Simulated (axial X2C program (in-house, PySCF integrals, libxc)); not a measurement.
# Nuclear properties of TiTe⁻

Calculated with an axial X2C code built on PySCF integrals: two-component X2C with atomic mean-field Coulomb and Gaunt terms, Gaussian nuclei, basis Te dyall-acv3z, Ti dyall-acv3z with contracted cores.

R = 2.511 Å (near the PBE0 minimum at charge -1 of the determinant lowest at the starting distance; the state shown can have its own minimum elsewhere).

Determinant lowest in the PBE0 search, Ω = 3/2 (⟨Sz⟩ = -1.49, ⟨Lz⟩ = 2.99 at PBE0), spin on the atoms Te 0.05, Ti -1.55:

```json
{"level": "PBE0", "Eeff magnitude (GV/cm)": "0.842", "Ws magnitude Te (kHz)": "0.14", "Ws magnitude Ti (kHz)": "0.107", "A∥/gI Te (MHz)": "-10.8", "qzz Te (a.u.)": "-0.71", "A∥/gI Ti (MHz)": "112", "qzz Ti (a.u.)": "-0.34"}
{"level": "HF", "Eeff magnitude (GV/cm)": "0.963", "Ws magnitude Te (kHz)": "0.184", "Ws magnitude Ti (kHz)": "0.123", "A∥/gI Te (MHz)": "-38.6", "qzz Te (a.u.)": "-1.89", "A∥/gI Ti (MHz)": "214", "qzz Ti (a.u.)": "-0.56"}
{"level": "B3LYP", "Eeff magnitude (GV/cm)": "0.504", "Ws magnitude Te (kHz)": "0.00472", "Ws magnitude Ti (kHz)": "0.116", "A∥/gI Te (MHz)": "8.56", "qzz Te (a.u.)": "-0.38", "A∥/gI Ti (MHz)": "104", "qzz Ti (a.u.)": "-0.32"}
{"level": "TPSSh", "Eeff magnitude (GV/cm)": "0.535", "Ws magnitude Te (kHz)": "0.0247", "Ws magnitude Ti (kHz)": "0.1", "A∥/gI Te (MHz)": "14.8", "qzz Te (a.u.)": "-0.63", "A∥/gI Ti (MHz)": "116", "qzz Ti (a.u.)": "-0.35"}
{"level": "PBE50", "Eeff magnitude (GV/cm)": "1.24", "Ws magnitude Te (kHz)": "0.289", "Ws magnitude Ti (kHz)": "0.122", "A∥/gI Te (MHz)": "-24.8", "qzz Te (a.u.)": "-1.02", "A∥/gI Ti (MHz)": "154", "qzz Ti (a.u.)": "-0.42"}
```

Determinant 0.14 eV from it at PBE0 and this distance, Ω = 5/2 (⟨Sz⟩ = 1.49, ⟨Lz⟩ = 1.01 at PBE0), spin on the atoms Te -0.06, Ti 1.55:

```csv
level,Eeff magnitude (GV/cm),Ws magnitude Te (kHz),Ws magnitude Ti (kHz),A∥/gI Te (MHz),qzz Te (a.u.),A∥/gI Ti (MHz),qzz Ti (a.u.)
PBE0,0.763,0.0633,0.0642,-1.66,-0.78,199,-0.36
HF,0.628,0.0192,0.0778,3.95,-1.89,139,-0.59
TPSSh,0.474,0.000897,0.0605,-11.9,-0.67,191,-0.36
PBE50,1.09,0.135,0.0736,1.75,-1.10,180,-0.44
```

Eeff is the effective electric field on the electron electric dipole moment in this Ω state and Ws the scalar–pseudoscalar constant of the nucleus named (defined with the proton number Z and per Ω); A∥ (defined per Ω) follows by multiplying with gI = μI/(I μN); qzz is the electric field gradient, eQq0 = 234.96 MHz × Q/barn × qzz. The operators were transformed with the bare-nucleus X2C matrices; with these basis sets, hyperfine constants and field gradients can be off by tens of per cent, and where levels differ in sign neither size nor sign is settled.

(1) With Q(47Ti) = 0.302 barn (Q from Pyykkö, Mol. Phys. 2018), turn the PBE0 values of the first state into constants in MHz.

Each state is one determinant with collinear spin, which with several unpaired electrons need not be a pure state. Unrestricted Hartree–Fock can overshoot spin polarisation at the nuclei. For an anion, determinants above electron detachment, or with a positive highest level, are held by the basis set. With several open shells hyperfine constants can be off by a factor of several. Where Eeff spreads by more than a factor of two the levels disagree and none is to be relied on. Left out as unconverged or as another state under the same occupation: B3LYP in at least one table. At HF, PBE0, PBE50, TPSSh a later determinant lies lower. States lie within half an eV, so the first need not be the ground state. The sign of Ws at Te differs between levels in the first state. The sign of Ws at Te differs between levels in the second state. Further determinants of the search, some of them spin-mixed, are not shown. Where a field gradient or hyperfine factor spreads by more than a factor of two over the levels, a constant derived from it is not to be relied on. PBE0 term energies can be off by some tenths of an eV.

Answers

(1) eQq0(47Ti) = 234.96 × (0.302) × (-0.34) = -24.1 MHz.
